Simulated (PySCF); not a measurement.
Sn(H)(OSiH3)3, SMILES [SiH3][O][SnH]([O][SiH3])[O][SiH3] (H10O3Si3Sn), singlet (GFN2-xTB optimised geometry):

```
17

Sn    -0.395     0.915     0.067
O     -1.528     0.540    -1.409
Si    -2.248    -0.725    -2.143
O      1.102    -0.258     0.000
Si     1.385    -1.863     0.000
O     -1.372     0.545     1.653
Si    -1.918    -0.725     2.517
H      0.078     2.491     0.035
H     -3.254    -0.039    -2.946
H     -1.255    -1.429    -2.957
H     -2.844    -1.649    -1.171
H      2.844    -1.863     0.000
H      0.817    -2.491     1.197
H      0.818    -2.482    -1.202
H     -2.398    -1.811     1.653
H     -2.998    -0.105     3.276
H     -0.827    -1.208     3.365
```

Calculation: PySCF with PBE0/def2-SVP, def2 effective core potentials past Kr.

Task: What are the frontier orbital energies and the dipole moment?

Result: HOMO-2 -8.56 eV, HOMO-1 -8.51 eV, HOMO -8.49 eV, LUMO -0.87 eV, LUMO+1 0.51 eV; dipole moment 0.24 D.

On the same geometry PBE/def2-SVP, def2 effective core potentials past Kr (PySCF) gives HOMO-2 -7.06 eV, HOMO-1 -7.00 eV, HOMO -6.97 eV, LUMO -1.80 eV, LUMO+1 -0.37 eV; dipole moment 0.22 D.
